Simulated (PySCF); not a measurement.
SMILES C[O][Bi]([OH])[OH] (CH₅BiO₃) at its B3LYP/def2-SVP optimised geometry (Å):

```
10

Bi    -0.7908    -1.8413     0.0000
O     -0.9344    -2.1495    -2.0740
H     -0.0460    -2.0610    -2.4565
O      1.3155    -1.8413     0.0000
H      1.6464    -0.9308     0.0537
O     -1.0373     0.2488     0.0000
C     -0.8918     1.0333    -1.1616
H     -1.0324     0.4515    -2.0925
H     -1.6464     1.8413    -1.1529
H      0.1069     1.5128    -1.2095
```

Method: B3LYP/def2-TZVP, def2 effective core potentials past Kr run with PySCF 2.14.0. The core electrons that the potentials of Bi replace are not part of the density. Cells within 0.4 Å of a nucleus heavier than hydrogen are left out (blank, or x).

Map of the Laplacian of the electron density (e/bohr⁵), clipped to [-1.50, 1.50] on the plane z = 0.0 Å:

```
|555555555555555555555555555|
|555555555555555555555555555|
|555555555555555555555555555|
|555555555555555555555555555|
|555555555555555555555555555|
|555555555555555555555555555|
|555555555555555555555555555|
|555555555555555555555555555|
|555555555555555555555555555|
|555555555555555555555555555|
|555555556666555555555555555|
|5555555560x6655555555555555|
|555555564xx0655555555555555|
|555555565xx3655555555555555|
|555555556556555555555555555|
|555555555555555555555555555|
|555555555688655555025555555|
|555555557999965565155555555|
|5555555590xx99564xx66555555|
|5555555690xx0966xxx66555555|
|5555555593xx99565xx65555555|
|555555556999965566665555555|
|555555555677655555555555555|
|555555555555555555555555555|
|555555555555555555555555555|
|555555555555555555555555555|
|555555555555555555555555555|
```
Scale: ten equal steps from -1.50 (start of '0') to 1.50 (end of '9'), in the order '0123456789'; x runs from -4.00 to 4.00, y from -4.00 (bottom) to 4.00 (top).
